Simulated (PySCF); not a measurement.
From one molecule to another.

First species: C5H8O3.
Numbering: `[CH3:1][O:2][C:3](=[O:4])[O:5][CH:6]1[CH2:7][CH2:8]1` (hydrogens: H9, H10, H11 on C1; H12 on C6; H13, H14 on C7; H15, H16 on C8)

Second species: C₄H₄FOP.
InChI=1S/C4H4FOP/c1-3-6-4(5)2-7-3/h2H,1H3

Levels: wB97X-D/def2-SVPD for dipole moment, HOMO energy, LUMO energy, HOMO–LUMO gap, static isotropic polarisability and electronic spatial extent ⟨r²⟩ about the centre of nuclear charge; TDDFT wB97X-D/def2-SVPD for lowest singlet excitation; TDA wB97X-D/def2-SVPD for lowest triplet excitation (Tamm–Dancoff); GFN2-xTB for rotational constant A and rotational constant C. Geometries: GFN2-xTB. Each structure is a single optimised conformer of the isolated species, non-relativistic unless stated; the electronic structure was computed with PySCF and density fitting.

Dipoles, sizes and rotational constants follow the conformer. The torsions of the flexible species, by atom-mapped SMILES:
- `[CH3:1][O:2][C:3](=[O:4])[O:5][CH:6]1[CH2:7][CH2:8]1`: C1–O2–C3–O4 0°, O2–C3–O5–C6 -179°, C3–O5–C6–C7 148°

Values for the first species:

| Quantity | Value |
| --- | --- |
| Dipole moment | 0.65 D |
| HOMO energy | -9.79 eV |
| LUMO energy | 2.25 eV |
| HOMO–LUMO gap | 12.04 eV |
| Lowest singlet excitation | 7.26 eV |
| Lowest triplet excitation (Tamm–Dancoff) | 6.86 eV |
| Static isotropic polarisability | 69.6 au |
| Electronic spatial extent ⟨r²⟩ about the centre of nuclear charge | 1222 bohr² |
| Rotational constant A | 6.908 GHz |
| Rotational constant C | 0.971 GHz |

Task: Estimate the same properties for the second species, and the change in each.

Result: 
| property | first | second | second less first |
| --- | --- | --- | --- |
| dipole moment | 0.65 D | 1.01 D | +0.36 D |
| HOMO energy | -9.79 eV | -8.43 eV | +1.36 eV |
| LUMO energy | 2.25 eV | 0.72 eV | -1.53 eV |
| HOMO–LUMO gap | 12.04 eV | 9.15 eV | -2.89 eV |
| lowest singlet excitation | 7.26 eV | 5.16 eV | -2.10 eV |
| lowest triplet excitation (Tamm–Dancoff) | 6.86 eV | 3.12 eV | -3.74 eV |
| static isotropic polarisability | 69.6 au | 72.3 au | +2.7 au |
| electronic spatial extent ⟨r²⟩ about the centre of nuclear charge | 1222 bohr² | 837 bohr² | -385 bohr² |
| rotational constant A | 6.908 GHz | 3.900 GHz | -3.008 GHz |
| rotational constant C | 0.971 GHz | 1.320 GHz | +0.349 GHz |

On the first: The vertical singlet–triplet gap S1 − T1 is 0.40 eV (TDDFT singlet less Tamm–Dancoff triplet). In atomic units the dipole is 0.26 e·bohr (1 au = 2.5417 D).

On the second: The vertical singlet–triplet gap S1 − T1 is 2.04 eV (TDDFT singlet less Tamm–Dancoff triplet; S1: HOMO→LUMO, weight 0.95; T1: HOMO→LUMO, weight 0.95). The polarisability is 10.71 Å³ as a volume (1 au = 0.148185 Å³), or 1.20 au for each of the 60 electrons.
